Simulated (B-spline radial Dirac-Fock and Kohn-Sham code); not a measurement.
# How the binding energies of Tc⁺ add up

System: technetium as Tc⁺ in the configuration [Kr] 4d5 5s1, inside a Watson sphere of charge -1 and radius 2.2 Å (a model of the Madelung potential; inside it an electron's potential energy is raised by 6.5 eV); nuclear rms radius 4.4112 fm (A = 97).

Model: Dirac-Fock (average of configuration) total-energy differences with a finite nucleus, the Breit interaction including its frequency dependence, and self-energy and vacuum-polarisation corrections. Program: an atomic code on a B-spline grid. The model has no electron correlation. Energies are counted from the vacuum level. Subshells whose hole state is unreliable or did not converge are left out.

All terms are in eV, carry their sign (relaxation lowers the binding energy) and add up to the binding energy; ⟨r⟩ is the mean radius of the orbital in the initial state.

```
subshell  −ε (Koopmans)  relaxation   Gaunt  retardation     QED  binding energy  ⟨r⟩ (bohr)
       K        21176.5      -59.77  -42.31         3.17  -19.56         21058.0       0.034
      L1         3099.8      -31.24   -3.50         0.17   -2.29          3062.9       0.149
      L2         2848.6      -34.20   -6.41         0.71    0.22          2809.0       0.127
      L3         2729.7      -33.41   -4.58         0.81   -0.02          2692.5       0.132
      M1          574.8      -12.19   -0.42         0.01   -0.43           561.8       0.413
      M2          476.8      -12.43   -0.86         0.09    0.04           463.7       0.407
      M3          456.2      -12.11   -0.54         0.11    0.00           443.6       0.417
      M4          284.0      -13.18   -0.16         0.00    0.04           270.7       0.396
      M5          280.1      -13.03   -0.03         0.00    0.03           267.1       0.399
      N2          59.91       -3.07   -0.10         0.01    0.01           56.76       1.160
      N3          56.79       -2.92   -0.06         0.01    0.00           53.83       1.188
    N4,5          13.40       -1.67    0.01         0.00    0.01           11.75       1.650
      O1           7.31       -0.11   -0.01         0.00   -0.01            7.18       3.340
```

For the deepest level, K (1s), the Breit terms make up -0.186 % of the binding energy, QED -0.093 % and orbital relaxation -0.284 %.

Values without a named source are computed, but for edge energies of neutral atoms, which are taken from tables.
